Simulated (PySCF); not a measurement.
2,2,2-trifluoroethanol (C2H3F3O), SMILES C(O)C(F)(F)F. Coordinates come from a PBE-D3(BJ)/def2-SVP optimisation. The values are those of a single conformer.

Q: Give the equilibrium geometry at PBE-D3(BJ)/def2-SVP (PySCF confirms it by a frequency run) as Cartesian coordinates in Å. (An estimate is asked for; the answer gives what the named calculation found.)

A: Several could match; the one computed here: 
```xyz
9

O     -1.9893    -0.0166     0.2855
C     -0.8188     0.7365     0.4497
C      0.4199    -0.0114    -0.0327
F      0.2619    -0.3732    -1.3379
F      1.5195     0.7703     0.0497
F      0.6511    -1.1370     0.6696
H     -2.0648    -0.2226    -0.6657
H     -0.6915     0.9452     1.5310
H     -0.8288     1.7182    -0.0843
```
